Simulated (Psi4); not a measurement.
Psi4 input (wB97X-D/6-31G*):

```
memory 1500 MB

molecule {
-1 1
N    -0.27340700   -0.50829200    1.63165400
Si   -0.04455500   -0.01684000    0.07924600
O     1.55635500   -0.41356800   -0.30513600
O    -0.24018300    1.61989000   -0.30230800
O    -0.95616600   -0.64786400   -1.19874900
H    -1.19982300   -0.39948400    2.02912700
H     1.91272200   -0.78219000    0.51017200
H    -0.09603700    2.11366300    0.50908200
H    -0.95929200   -1.60584500   -1.12986000
symmetry c1
no_reorient
no_com
}

set {
  basis 6-31G*
  reference rks
  scf_type pk
  dft_radial_points 99
  dft_spherical_points 590
  e_convergence 1e-8
  d_convergence 1e-7
  maxiter 150
}

e = energy('wb97x-d')
print_out(f'\nFINAL {e:.10f} DIPOLE {variable("CURRENT DIPOLE")[0]:.6f} {variable("CURRENT DIPOLE")[1]:.6f} {variable("CURRENT DIPOLE")[2]:.6f}\n')
```

From the output:

```
    One-Electron Energy =               -1305.9237477301501258
    Two-Electron Energy =                 519.3788383636518802
    DFT Exchange-Correlation Energy =     -39.3217180508974735
    Empirical Dispersion Energy =          -0.0023409811133223
    VV10 Nonlocal Energy =                  0.0000000000000000
    Total Energy =                       -572.3504341019685171

Computation Completed

Properties will be evaluated at   0.000000,   0.000000,   0.000000 [a0]

Properties computed using the SCF density matrix

 Multipole Moments:

 ------------------------------------------------------------------------------------
     Multipole            Electronic (a.u.)      Nuclear  (a.u.)        Total (a.u.)
 ------------------------------------------------------------------------------------

 L = 1.  Multiply by 2.5417464519 to convert [e a0] to [Debye]
 Dipole X            :         -0.0463134           -0.0000019           -0.0463153
 Dipole Y            :         -0.0423461            0.0000076           -0.0423385
 Dipole Z            :         -0.0494106           -0.0000019           -0.0494125
 Magnitude           :                                                    0.0798703

 ------------------------------------------------------------------------------------

FINAL -572.3504341020 DIPOLE -0.046315 -0.042339 -0.049413

*** Psi4 exiting successfully. Buy a developer a beer!
```

The dipole moment of an ion depends on the origin.

The geometry given is a B3LYP-D3(BJ)/def2-TZVP minimum.
